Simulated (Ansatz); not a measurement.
Nudged elastic band run: Cl2F3Zr

Input:

```yaml
crystal:
  periodic: [false, false, false]
  atoms:
    - { symbol: Zr, position_ang: [0.009301, 0.0, 0.051056] }
    - { symbol: Cl, position_ang: [0.125657, 0.0, 2.420494] }
    - { symbol: F, position_ang: [1.769006, 0.0, -0.662556] }
    - { symbol: F, position_ang: [-0.904022, 1.544216, -0.570396] }
    - { symbol: F, position_ang: [-0.904022, -1.544216, -0.570396] }
    - { symbol: Cl, position_ang: [-0.094021, 0.0, 5.233896] }
magnetization:
  spin_polarized: true
  initial_magnetization: 1
basis:
  gaussian: { orbitals: def2-SVP }
hamiltonian:
  xc: pbe
  dispersion: d4
neb:
  order_check: false
  images: 9
  f_tol: 0.5
  max_iterations: 60
  final_atoms:
    - { symbol: Zr, position_ang: [-0.00831147, 0.0, 0.05027583] }
    - { symbol: Cl, position_ang: [-0.12480717, 0.0, 2.41939732] }
    - { symbol: F, position_ang: [1.7973018, 0.0, -0.53950875] }
    - { symbol: F, position_ang: [-0.87794071, 1.544367, -0.63052465] }
    - { symbol: F, position_ang: [-0.87794071, -1.544367, -0.63052465] }
    - { symbol: Cl, position_ang: [0.09359726, 0.0, 5.23298291] }
  initial_path:
    images:
      - { positions_ang: [[0.009301, 0.0, 0.051056], [0.125657, 0.0, 2.420494], [1.769006, 0.0, -0.662556], [-0.904022, 1.544216, -0.570396], [-0.904022, -1.544216, -0.570396], [-0.094021, 0.0, 5.233896]] }
      - { positions_ang: [[0.00705385, 0.0, 0.04084524], [0.10122818, 0.0, 2.49039457], [1.78797781, 0.0, -0.6626385], [-0.91038351, 1.5585128, -0.58780928], [-0.91038351, -1.5585128, -0.58780928], [-0.07359382, 0.0, 5.20911526]] }
      - { positions_ang: [[0.0048067, 0.0, 0.03063448], [0.07679937, 0.0, 2.56029513], [1.80694961, 0.0, -0.662721], [-0.91674502, 1.5728096, -0.60522257], [-0.91674502, -1.5728096, -0.60522257], [-0.05316664, 0.0, 5.18433452]] }
      - { positions_ang: [[0.00255956, 0.0, 0.02042372], [0.05237055, 0.0, 2.6301957], [1.82592142, 0.0, -0.66280349], [-0.92310653, 1.5871064, -0.62263585], [-0.92310653, -1.5871064, -0.62263585], [-0.03273946, 0.0, 5.15955379]] }
      - { positions_ang: [[0.00031241, 0.0, 0.01021295], [0.02794173, 0.0, 2.70009627], [1.84489322, 0.0, -0.66288599], [-0.92946804, 1.6014032, -0.64004914], [-0.92946804, -1.6014032, -0.64004914], [-0.01231228, 0.0, 5.13477305]] }
      - { positions_ang: [[-0.00193474, 0.0, 2.19e-06], [0.00351292, 0.0, 2.76999683], [1.86386503, 0.0, -0.66296849], [-0.93582956, 1.6157, -0.65746242], [-0.93582956, -1.6157, -0.65746242], [0.0081149, 0.0, 5.10999231]] }
      - { positions_ang: [[-0.00321009, 0.0, 0.01005692], [-0.0221511, 0.0, 2.69987693], [1.85055238, 0.0, -0.63827654], [-0.92425179, 1.6014334, -0.65207487], [-0.92425179, -1.6014334, -0.65207487], [0.02521138, 0.0, 5.13459043]] }
      - { positions_ang: [[-0.00448543, 0.0, 0.02011165], [-0.04781512, 0.0, 2.62975703], [1.83723974, 0.0, -0.61358459], [-0.91267402, 1.5871668, -0.64668732], [-0.91267402, -1.5871668, -0.64668732], [0.04230785, 0.0, 5.15918855]] }
      - { positions_ang: [[-0.00576078, 0.0, 0.03016638], [-0.07347914, 0.0, 2.55963713], [1.82392709, 0.0, -0.58889265], [-0.90109625, 1.5729002, -0.64129976], [-0.90109625, -1.5729002, -0.64129976], [0.05940432, 0.0, 5.18378667]] }
      - { positions_ang: [[-0.00703613, 0.0, 0.0402211], [-0.09914315, 0.0, 2.48951723], [1.81061445, 0.0, -0.5642007], [-0.88951848, 1.5586336, -0.63591221], [-0.88951848, -1.5586336, -0.63591221], [0.07650079, 0.0, 5.20838479]] }
      - { positions_ang: [[-0.00831147, 0.0, 0.05027583], [-0.12480717, 0.0, 2.41939732], [1.7973018, 0.0, -0.53950875], [-0.87794071, 1.544367, -0.63052465], [-0.87794071, -1.544367, -0.63052465], [0.09359726, 0.0, 5.23298291]] }
```

Run as:

```bash
$ ansatz run input.yaml --threads 4 --pin off --max-ram 5120MiB --backend cpu --events-out ev --progress --plain --runs-dir out
```

Output, in part (warnings, iteration lines, the closing report on the highest movable image, with atoms numbered from 0):

```
NEB end point (image 0): max|allowed force component| = 1.922e-2 eV/Å (the criterion of neb.relax_end_points is 1.000e-1)
NEB end point (image 10): max|allowed force component| = 2.042e-2 eV/Å (the criterion of neb.relax_end_points is 1.000e-1)
WARN: NEB: the barrier is in doubt: the path turns back at the climbing image. Check it with more images (neb.images), a lower neb.f_tol or relaxed end points
NEB iter   1: max|band force component| = 3.295e0 eV/Å  barrier→ = 1.1278 eV  barrier← = 1.1278 eV  Δτ_max = 0.2000 Å  (2158 SCF iters)
NEB iter   2: max|band force component| = 2.399e0 eV/Å  barrier→ = 0.2687 eV  barrier← = 0.2687 eV  Δτ_max = 0.2000 Å  (355 SCF iters)
NEB iter   3: max|band force component| = 2.494e0 eV/Å  barrier→ = 0.2275 eV  barrier← = 0.2274 eV  Δτ_max = 0.0973 Å  (344 SCF iters)
NEB iter   4: max|band force component| = 6.198e-1 eV/Å  barrier→ = 0.0268 eV  barrier← = 0.0267 eV  Δτ_max = 0.0776 Å  (340 SCF iters)
NEB iter   5: max|band force component| = 1.891e-1 eV/Å  barrier→ = 0.0050 eV  barrier← = 0.0049 eV  CI = image 4  Δτ_max = 0.0000 Å  (1344 SCF iters)
Total energy: -34452.35517201 eV, -1266.1006999264 hartree
Atom 0 at     0.003729    -0.007572     0.058282 Å, force    -0.010156     0.008703     0.003582 eV/Å
Atom 1 at     0.069780    -0.003221     2.428028 Å, force     0.014917    -0.019945    -0.072741 eV/Å
Atom 2 at     1.777459    -0.003391    -0.618608 Å, force    -0.007521     0.005673    -0.015882 eV/Å
Atom 3 at    -0.905035     1.544169    -0.550102 Å, force     0.009335    -0.003131    -0.017393 eV/Å
Atom 4 at    -0.901267    -1.544898    -0.594115 Å, force     0.006479     0.008061     0.016742 eV/Å
Atom 5 at    -0.042767     0.014912     5.178614 Å, force    -0.013053     0.000639     0.085692 eV/Å
Dipole moment:     0.001185    -0.008507    -0.395995 e Å
```

It converged. The threshold of 0.5 eV/Å is loose, so the images may lie well off the minimum-energy path. The top lies less than 8 meV above the higher end, about what the thresholds resolve: the motion is nearly free. Another band between the same ends (9 images) ends at a top of the same energy, where a vibrational analysis finds 2 clearly imaginary modes.

Final band:

```json
{"image": "0", "path coordinate (Å)": "0.00", "energy (kcal/mol)": "0.0"}
{"image": "1", "path coordinate (Å)": "0.04", "energy (kcal/mol)": "0.0"}
{"image": "2", "path coordinate (Å)": "0.08", "energy (kcal/mol)": "0.1"}
{"image": "3", "path coordinate (Å)": "0.12", "energy (kcal/mol)": "0.1"}
{"image": "4", "path coordinate (Å)": "0.17", "energy (kcal/mol)": "0.1"}
{"image": "5", "path coordinate (Å)": "0.22", "energy (kcal/mol)": "0.1"}
{"image": "6", "path coordinate (Å)": "0.27", "energy (kcal/mol)": "0.1"}
{"image": "7", "path coordinate (Å)": "0.34", "energy (kcal/mol)": "0.1"}
{"image": "8", "path coordinate (Å)": "0.41", "energy (kcal/mol)": "0.1"}
{"image": "9", "path coordinate (Å)": "0.49", "energy (kcal/mol)": "0.0"}
{"image": "10", "path coordinate (Å)": "0.57", "energy (kcal/mol)": "0.0"}
```

Run time: 3.2 min on 4 threads of Arm Neoverse V2 (shared host), peak memory 0.28 GiB.
